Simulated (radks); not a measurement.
Valence configurations of neutral chlorine (all share [Ne]). Calculated with a radial shooting solver on a logarithmic mesh with Libxc functionals: non-relativistic Kohn-Sham, PBEsol, spin-polarised, spherical densities, point nucleus; open shells are filled with parallel spins first. Energies are relative to 3s2 3p5; eigenvalues in eV for spin up.

valence      E (eV)  moment (Bohr magnetons)   e(3p)    e(3s)
3s2 3p5       0.000                        1  -8.969  -20.890
3s1.5 3p5.5   5.918                        1  -9.279  -21.288
3s1 3p6      11.844                        1  -9.589  -21.685

NIST lists [Ne] 3s2 3p5 as the ground configuration; this level of theory agrees among the configurations tried. The energies are those of spherical high-spin densities, not of single terms.
